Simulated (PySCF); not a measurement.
Compound: C₈H₉O (doublet state).
Geometry (GFN2-xTB, Å), atoms numbered from 1 in this order:
```
atom  x, y, z in Å
C1     1.196   -1.097    1.355
C2     1.047   -0.093    0.466
C3     2.094    0.815    0.099
C4     1.614    1.716   -0.832
C5     0.280    1.443   -1.098
C6    -0.137    0.319   -0.317
C7    -1.387   -0.226   -0.328
C8    -1.857   -1.394    0.474
O9    -2.373    0.272   -1.111
H10    0.417   -1.779    1.632
H11    2.151   -1.244    1.832
H12    3.089    0.783    0.500
H13    2.182    2.510   -1.285
H14   -0.329    2.004   -1.787
H15   -1.281   -2.285    0.233
H16   -1.762   -1.193    1.539
H17   -2.904   -1.572    0.238
H18   -2.049    1.026   -1.620
```

The hyperfine couplings belong to this conformer and change with its torsions.

Identity: `C=C1C=CC=C1[C](C)O` [radical].

Method used: PySCF, UKS B3LYP, pcH-1 on C H O, non-relativistic, mean-field spin-orbit, GIAO. The structure is a single GFN2-xTB conformer in the gas phase; no vibrational or solvent corrections. Couplings are sensitive to structure, and on GFN2-xTB geometries they can be far from those on DFT ones. Stability of the SCF solution: not tested. ⟨S²⟩ is 0.784 where a pure state has 0.75.

Question: Break the g tensor into its mass correction, gauge correction and orbital-Zeeman/spin–orbit terms.

Answer: 
```
                    Δg (ppm)     1     2     3
relativistic mass correction  -154  -154  -154
            gauge correction     2    36    31
   orbital Zeeman/spin–orbit    -4   638   884
                       total  -156   520   761
```

So g = 2.00216, 2.00284, 2.00308 and g_iso = 2.00269; the tensor is rhombic: the two nearest values differ by 26 % of g3 − g1. Axes: g2 points within 1° of the C5–H14 bond and g3 points within 5° of the C2–C3 bond.

Question: Average each term over the three axes. Which is largest in size?

Answer: The orbital-Zeeman/spin–orbit term 506, the mass correction -154 and the gauge correction 23 ppm, for a total of 375 ppm. The orbital-Zeeman/spin–orbit term is the largest in size. The mass correction is the same along every axis, so the anisotropy comes from the other two: their spans along these axes are 35 (gauge) and 888 ppm (orbital Zeeman/spin–orbit).

Question: At 9.648 GHz, how far is the centre of the isotropic spectrum from where a free electron (g = 2.002319) resonates?

Answer: B = hν/(g μB) with μB/h = 13.99624 MHz/mT gives 344.26 mT for the free electron and 344.20 mT at g_iso, 0.06 mT lower.

Question: What are the electron Larmor frequencies g μB B/h along the three axes at 3350 mT?

Answer: 93.8763, 93.9080, 93.9193 GHz for g1, g2 and g3, a range of 43.0 MHz.

Question: In a frozen sample, at which fields do the three g values resonate at 9.5, 34, 94 and 263 GHz (hyperfine left aside), and which band first spreads them over more than twice a line width of 0.3 mT?

Answer: 
| band | GHz | B(g3) mT | B(g2) mT | B(g1) mT | spread mT |
| --- | --- | --- | --- | --- | --- |
| X | 9.5 | 338.85 | 338.90 | 339.01 | 0.16 |
| Q | 34.0 | 1212.74 | 1212.89 | 1213.30 | 0.56 |
| W | 94.0 | 3352.88 | 3353.28 | 3354.42 | 1.54 |
| J | 263.0 | 9380.93 | 9382.06 | 9385.23 | 4.30 |

The spread grows in proportion to the frequency. W band is the first where it exceeds 0.6 mT.

Largest spin populations (Mulliken): C5 (+0.46), C3 (+0.44), C1 (+0.40) and C4 (-0.20). Four atoms exceed +0.15. The positive populations add up to 1.55 and the negative ones to -0.55, together 2S = 1.

The HOMO–LUMO gaps are 3.32 eV among the α and 4.08 eV among the β orbitals.

The SMILES draws the unpaired electron on C7; the largest computed Mulliken spin population is on C5 (0.46 against 0.20).
